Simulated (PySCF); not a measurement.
Magnetic shielding above rings: a mixed set.

NICS = −σ at a ghost point: NICS(0) at the centroid of the ring atoms, NICS(1) 1 Å to either side along the normal of their mean plane, zz for the tensor component along that normal. Level: GIAO PBE0/pcSseg-1 (PySCF, non-relativistic, gas phase) on the PBE0-D3(BJ)/def2-SVP geometries, one conformer each. Atom numbers follow the mapped SMILES.

**Question.** Order these rings by mean NICS(1)zz, lowest (most negative) first (ppm).
A. ring C3–O4–C5–C6 in `[CH3:1][CH2:2][C@H:3]1[O:4][CH2:5][C:6]1=[O:7]`
B. ring C3–C4–C5–C6–C7–C8 in `[S:1]=[PH:2]([c:3]1[cH:4][cH:5][cH:6][cH:7][cH:8]1)[c:9]1[cH:10][cH:11][cH:12][cH:13][cH:14]1`
C. ring C4–C5–C6–C7–C8–C9 in `[O:1]=[C:2]([OH:3])[c:4]1[cH:5][cH:6][cH:7][cH:8][c:9]1[F:10]`
D. ring C1–N2–C3–O4–N5 in `[cH:1]1[n:2][cH:3][o:4][n:5]1`
E. ring C2–C3–C4–O5–C6–C7–C9 in `[F:1][C@@H:2]1[CH2:3][CH2:4][O:5][CH2:6][C@@H:7]([F:8])[CH2:9]1`

**Answer.** D (-30.7), B (-27.9), C (-26.6), A (0.8), E (2.6).

| SMILES | ring | NICS(0) | NICS(1) | NICS(1)zz | HOMA | rms pucker (Å) | ring atoms with four or more neighbours |
| --- | --- | --- | --- | --- | --- | --- | --- |
| c1ncon1 | 5-membered ring with 2 N and O; formal bonds all aromatic | -12.4 | -11.5 | -30.7 | 0.64 | 0.00 | 0 |
| S=[PH](c1ccccc1)c1ccccc1 | 6-membered carbocycle; formal bonds all aromatic | -8.5 | -11.5 | -27.9 | 0.99 | 0.00 | 0 |
| O=C(O)c1ccccc1F | 6-membered carbocycle; formal bonds all aromatic | -9.9 | -11.2 | -26.6 | 0.98 | 0.00 | 0 |
| CC[C@H]1OCC1=O | 4-membered ring with O; formal bonds all single | 6.2 | 0.4 | 0.8 | – | 0.01 | 2 |
| F[C@@H]1CCOC[C@@H](F)C1 | 7-membered ring with O; formal bonds all single | -2.4 | -2.2 | 2.6 | – | 0.31 | 6 |

NICS(0) gives another order. The isotropic NICS(1) gives another order. HOMA uses Krygowski's 1993 parameters; it is left out where a ring has a four-coordinate atom, a triple bond, no multiple bond or a kind of bond without parameters. NICS(1) and NICS(1)zz are means over the two faces.
